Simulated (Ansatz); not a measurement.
F2Si (SMILES F[Si]F) moved off its minimum; all values from Ansatz (a program for electronic structure), cores frozen in correlated methods.
(charge 0, multiplicity 1)
```xyz
3

Si     0.0185     0.0198     0.5803
F      0.9935    -0.7005    -0.4817
F     -1.0110     0.7250    -0.4323
```

Forces at HF/def2-TZVPP (eV/Å):

```
atom      Fx      Fy      Fz
----  ------  ------  ------
Si1    0.038  -0.064  -1.441
F2    -0.760   0.560   0.778
F3     0.722  -0.496   0.663
```

Q: Give the forces (eV/Å), the total energy and the dipole at CCSD(T)/aug-cc-pV(T+d)Z.

A: 
```
atom      Fx      Fy      Fz
----  ------  ------  ------
Si1    0.071  -0.059  -0.328
F2    -0.123   0.093   0.207
F3     0.052  -0.034   0.121
```
Energy -488.6528 hartree, dipole 1.27 D.
